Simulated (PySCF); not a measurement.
**Vertical excitation energies**

Species: InCl2H.
SMILES: `[H][In]([Cl])[Cl]`

Computed with PySCF, TDDFT wB97X-D/def2-SVPD, vertical, gas phase, core orbitals frozen in the response, def2 core potentials past Kr. Geometry: PBE0-D3(BJ)/def2-SVP; no solvent, vibrations or thermal averaging. Spin–orbit coupling is left out.

Q: List the vertical singlet excitations with oscillator strengths and describe the spectrum.

A: 

| state | λ (nm) | E (eV) | f | \|μ\| (D) | symmetry | main configurations (H = HOMO, L = LUMO) |
| --- | --- | --- | --- | --- | --- | --- |
| S1 | 211.7 | 5.86 | 0.0040 | 0.42 | B1 or B2 | H-1→L (98%) |
| S2 | 210.8 | 5.88 | 0.022 | 0.99 | B1 or B2 | H→L+1 (88%) |
| S3 | 209.3 | 5.92 | 0.0000 | 0.00 | – | H→L (98%) |
| S4 | 207.5 | 5.98 | 0.0000 | 0.01 | – | H-2→L+1 (96%) |
| S5 | 205.7 | 6.03 | 0.069 | 1.74 | A1 | H-1→L+1 (89%) |
| S6 | 196.7 | 6.30 | 0.025 | 1.02 | B1 or B2 | H-2→L (82%), H-4→L+1 (10%) |
| S7 | 194.7 | 6.37 | 0.041 | 1.30 | B1 or B2 | H-3→L+1 (94%) |
| S8 | 186.0 | 6.67 | 0.012 | 0.70 | A1 | H-3→L (89%) |
| S9 | 175.0 | 7.09 | 0.0015 | 0.24 | – | H-4→L (90%), H-5→L (8%) |
| S10 | 174.8 | 7.09 | 0.014 | 0.73 | B1 or B2 | H-5→L (90%), H-4→L (8%) |

Triplets, Tamm–Dancoff:

| state | E (eV) | λ (nm) | main configurations (H = HOMO, L = LUMO) |
| --- | --- | --- | --- |
| T1 | 5.32 | 233.1 | H-1→L+1 (90%) |
| T2 | 5.48 | 226.2 | H→L+1 (94%) |
| T3 | 5.67 | 218.7 | H-2→L+1 (90%) |
| T4 | 5.68 | 218.2 | H-1→L (93%) |

The lowest singlet lies at 5.86 eV (212 nm, ultraviolet) and is very weak; its leading configuration is HOMO-1→LUMO (98%). The most intense listed level is S5 at 6.03 eV (206 nm, f = 0.069), 0.17 eV above S1. S9/S10 lie within about 0.01 eV of each other. Löwdin shares by element: HOMO (one of a set within 0.03 eV) chlorine 97%; LUMO indium 67%, chlorine 23%, hydrogen 10%. The listed states span 1.24 eV, and the widest gap between neighbours is 0.42 eV (S8 to S9). Weighted by f, the mean energy of these states is 6.25 eV. Orbital energies (eV): HOMO-3 -11.43, HOMO-2 -11.05, HOMO-1 -10.90, HOMO -10.88, LUMO -0.50, LUMO+1 -0.46, LUMO+2 1.28. The vertical ionisation energy (ΔSCF) is 11.40 eV, 4.31 eV above S10. Symmetry labels in C2v follow from the direction of the transition dipole and are given only for states with f of 0.002 or more; B1 and B2 swap with the choice of axes. The window holds the lowest 10 singlets.
